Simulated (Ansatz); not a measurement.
```yaml
crystal:
  periodic: [false, false, false]
  atoms:
    - {symbol: N, position_ang: [0.773735, 0.768345, 1.644757]}
    - {symbol: C, position_ang: [0.618990, 1.066228, 0.341310]}
    - {symbol: Si, position_ang: [-0.520338, -0.107435, -0.637653]}
    - {symbol: O, position_ang: [-0.958796, -1.509676, 0.161382]}
    - {symbol: Br, position_ang: [0.874760, -0.824004, -2.352751]}
    - {symbol: H, position_ang: [0.156436, 0.113839, 1.887452]}
    - {symbol: H, position_ang: [1.209253, 1.867449, -0.227383]}
    - {symbol: H, position_ang: [-1.538878, 0.475747, -1.156358]}
    - {symbol: H, position_ang: [-0.500100, -2.143971, 0.362316]}
basis:
  gaussian: {orbitals: def2-TZVP}
hamiltonian: {xc: {name: HF}}
correlation: {active_space: {window: {electrons: 3, orbitals: 2}}}
output: {forces: true}
```

```sh
$ ansatz run in.yaml --threads 4 --pin off --events-out ev --progress --plain --max-ram 10444MiB
```

Shortened log:

```
Functional definition: HF
1351 factors; integrals over basis functions are off by at most 1.2e-3 eV
mean field evaluation 1: about -82471.3995 eV, gradient 4.7e1 eV
mean field evaluation 2: about -82471.6335 eV, gradient 4.8e1 eV
mean field evaluation 4: about -82476.2378 eV, gradient 4.4e0 eV
mean field evaluation 8: about -82476.3310 eV, gradient 5.3e-1 eV
mean field evaluation 16: about -82476.3337 eV, gradient 5.0e-6 eV
mean field -82476.33365878 eV, -3030.9493574933 hartree, gradient 5.0e-6 eV, S^2 0.000000; 0 other end points of the search recorded, 0 dependent functions left out
reference -82476.33365878 eV, -3030.9493574933 hartree; 37, 37 occupied and 165, 165 virtual orbitals, 1351 factors
Error: 3 electrons in 2 orbitals form no window around the highest filled level of the reference
```

Q: What is wrong with this run?

A: The active space doesn't fit the electrons. The run stopped with an error.
